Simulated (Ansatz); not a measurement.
```yaml
crystal:
  periodic: [false, false, false]
  atoms:
    - {symbol: Ta, position_ang: [-0.597089, 1.327193, 0.069010]}
    - {symbol: Ta, position_ang: [-0.797449, -0.913135, 0.012986]}
    - {symbol: Ta, position_ang: [1.394538, -0.414058, -0.081996]}
basis:
  gaussian: {orbitals: def2-mTZVPP}
total_charge: -1
hamiltonian: {xc: {name: PBE0}}
scf: {omitted_lower_state_checks: [starts]}
output: {forces: true}
```

```sh
$ ansatz run in.yaml --threads 4 --pin off --events-out ev --progress --plain --max-ram 3916MiB
```

It prints (some lines left out):

```
Functional definition: PBE0
1305 factors; integrals over basis functions are off by at most 1.6e-4 eV
mean field evaluation 1: about -4637.5531 eV, gradient 5.6e1 eV
mean field evaluation 2: about -4536.3477 eV, gradient 1.5e2 eV
mean field evaluation 4: about -4632.2266 eV, gradient 7.3e1 eV
mean field evaluation 8: about -4645.3383 eV, gradient 1.9e-1 eV
mean field evaluation 16: about -4645.3388 eV, gradient 1.3e-5 eV
mean field -4645.33875694 eV, -170.7130505939 hartree, gradient 1.3e-5 eV, S^2 0.000000; 0 other end points of the search recorded, 0 dependent functions left out
reference -4645.33877741 eV, -170.7130513462 hartree; 20, 20 occupied and 88, 88 virtual orbitals, 1305 factors
Total energy: -4645.33877741 eV, -170.7130513462 hartree
Atom 0 at    -0.597089     1.327193     0.069010 Å, force    -0.840728     3.244405     0.137727 eV/Å
Atom 1 at    -0.797449    -0.913135     0.012986 Å, force    -2.483963    -2.845553     0.040413 eV/Å
Atom 2 at     1.394538    -0.414058    -0.081996 Å, force     3.324691    -0.398852    -0.178141 eV/Å
Dipole moment:     0.118618     0.135889    -0.001930 e Å
Checks for a lower state left out: starts
```

It took 1.6 s on 4 threads of Intel Xeon 6975P-C on a shared host.

In the def2 sets Ta takes a core potential; there is no spin–orbit coupling. The highest occupied level of an anion often lies above zero with these methods, and sets without diffuse functions describe the outer electron poorly. The restricted singlet is unstable towards broken spin symmetry at other levels; at RKS PBE0/def2-mTZVPP this wasn't settled.

The dipole of an ion depends on the origin.
